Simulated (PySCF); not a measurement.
```xyz
5
charge 0 multiplicity 2, angstrom
Bi    0.0000    0.0000    0.0000
Cl   -1.4409   -1.4409   -1.4409
Cl    1.4409    1.4409   -1.4409
Cl   -1.4409    1.4409    1.4409
Cl    1.4409   -1.4409    1.4409
```

Method: UPBE0 in PySCF with Bi def2-SVP with ECP60, Cl def2-SVP; scalar-relativistic core potentials, no spin–orbit coupling; density-fitted integrals.

This geometry of BiCl₄ is a stationary point at this level.

Task: What is the point group?

Result: Td.

Task: Is it a minimum?

Result: Yes: all harmonic wavenumbers are real, though the softest, 53 cm⁻¹, leaves little margin.

Task: List the harmonic modes with their infrared intensities.

Result: 
```csv
symmetry,ω (cm⁻¹),"IR (km/mol, summed over degenerate members)"
t2,53,9.3
e,74,0.0
t2,305,125
a1,310,0.0
```

Task: Give the ideal-gas entropy at 298.15 K and 1 bar by parts.

Result: translation 181.9, rotation 107.2, vibration 115.9, spin 5.8; total 410.8 J/(mol K).

Task: What is the atomisation energy, with and without zero-point energy?

Result: 979 kJ/mol without, 970 kJ/mol with.

In Td the vibrations span 2t2 + e + a1. The a1, e modes carry no infrared intensity, as symmetry demands.

Other isomers or separated fragments may lie lower. No spin–orbit coupling is included, which matters more the heavier the element.
